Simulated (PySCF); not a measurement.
Work out the structure from these simulated measurements.

Formula: C7H5ClO2.

* Rotational structure: rotational constants A, B, C: 3.883, 0.555, 0.486 GHz [PBE0-D3(BJ)/def2-SVP]
* NMR, other nuclei: isotropic shieldings of nuclei other than C and H, by class: -57 (1 O), 165 (1 O), 781 (1 Cl) ppm [GIAO HF/pcSseg-1]
* Polarisability: 103.5 au [wB97X-D/def2-SVPD]
* UV, strongest line: among the 10 lowest singlet transitions: S5 at 6.84 eV (181 nm, f = 0.643) [TDDFT wB97X-D/def2-SVPD]
* Valence photoelectron: vertical ionisation energy: 9.42 eV [ΔSCF wB97X-D/def2-SVPD]
* UV, first state: lowest singlet excitation: 5.11 eV (243 nm, f = 0.007) [TDDFT wB97X-D/def2-SVPD]
* 1H NMR: chemical shifts (computed TMS as zero) by class: 8.63 (2 H), 7.64 (2 H), 6.26 (1 H) ppm [GIAO HF/pcSseg-1]
* Triplet: lowest triplet excitation (Tamm–Dancoff): 3.75 eV [TDA wB97X-D/def2-SVPD]
* Dipole: 1.50 D [wB97X-D/def2-SVPD]
* 13C NMR: chemical shifts (computed TMS as zero) by class: 171.7 (1 C), 154.2 (1 C), 143.0 (2 C), 134.2 (2 C), 129.9 (1 C) ppm [GIAO HF/pcSseg-1]

Gas-phase values; electronic properties from PySCF, density fitting. Levels stand in brackets. Isolated species at its PBE0-D3(BJ)/def2-SVP geometry (one conformer only). Each NMR value is the plain mean over a class of atoms that symmetry, rotation or inversion makes alike.

Problem. Give a SMILES that accounts for the data.

Solution. Numbering: `[O:1]=[C:2]([OH:3])[c:4]1[cH:5][cH:6][c:7]([Cl:8])[cH:9][cH:10]1`. Its formula, C7H5ClO2, gives 5 degrees of unsaturation: 1 ring and 4 π bonds in the structure found (Kekulé form). 7 carbons fall into 5 classes; from least to most shielded: carboxylic acid carbon [C2] (171.7 ppm), aromatic C–Cl carbon [C7] (154.2 ppm), aromatic CH carbon [C5/C10] (143.0 ppm, 2 C, up to 2.7 ppm apart in this geometry), aromatic CH carbon [C6/C9] (134.2 ppm, 2 C), substituted aromatic carbon [C4] (129.9 ppm). Hydrogen classes from least to most shielded: 2 H on 2 aromatic CH carbons, C5/C10 (8.63 ppm), 2 H on 2 aromatic CH carbons, C6/C9 (7.64 ppm), 1 H on an acid hydroxyl oxygen, O3 (6.26 ppm). The other shieldings belong to: -57 ppm, acid carbonyl oxygen [O1]; 165 ppm, acid hydroxyl oxygen [O3]; 781 ppm, aryl chlorine [Cl8]. The first electron is taken from the HOMO, whose largest Löwdin shares are 0.24 on the aryl chlorine, 0.19 on the substituted aromatic carbon, 0.18 on the aromatic C–Cl carbon and 0.09 on an aromatic CH carbon. The optimised geometry has point group Cs and is an asymmetric top. Structure: `O=C(O)C1=CC=C(Cl)C=C1` (4-chlorobenzoic acid). Computed isomers that give other values at the same levels: `O=c1ccc(O)ccc1Cl` (rotational constant A: 2.347 GHz; this holds for the one conformer computed). The assignments are read from this structure; whether some other isomer fits the data as well wasn't checked.

The values belong to the conformer `[O:1]=[C:2]([OH:3])[c:4]1[cH:5][cH:6][c:7]([Cl:8])[cH:9][cH:10]1`: O1–C2–C4–C5 179°, H–O3–C2–O1 0°.
